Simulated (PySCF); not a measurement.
Ti(Br)(OH)3 (BrH₃O₃Ti), SMILES [OH][Ti]([OH])([OH])[Br], multiplicity 1. Atoms are numbered in the order given.

```xyz
8

Ti     0.0000     0.0000     0.7988
Br     0.0000     0.0000    -1.5997
O      1.6658     0.1924     1.3820
H      2.1448     0.9462     1.7489
O     -0.6663    -1.5388     1.3820
H     -0.2530    -2.3305     1.7489
O     -0.9995     1.3464     1.3820
H     -1.8918     1.3843     1.7489
```
Charge 0, spin multiplicity 1.

Coordinates come from a B3LYP-D3(BJ)/def2-SVP optimisation. The multiplicity is an assumed one; no other spin state was optimised. The structure was generated by enumeration; whether it is a known compound was not checked. One conformer was computed; it need not be the lowest.

Two levels are set side by side: PBE/pcSseg-1 (PySCF) and HF/pcSseg-1 (PySCF). GIAO shifts against H2O (¹⁷O), TMS (¹H) at the same level; non-relativistic, no solvent, atoms listed together averaged. Without spin–orbit terms, shifts of atoms bonded to Cl or Br come out too high at both levels. Differences are taken from unrounded values.

```
quantity                       HF    PBE  PBE minus HF
--------------------------  -----  -----  ------------
δ(¹⁷O) of O3, O5, O7 (ppm)  326.9  378.5          51.6
δ(¹H) of H4, H6, H8 (ppm)    7.38   8.75          1.37
```

Rough cost on one machine, each run with all the roots and properties that it gave: HF against PBE within a factor of 2.
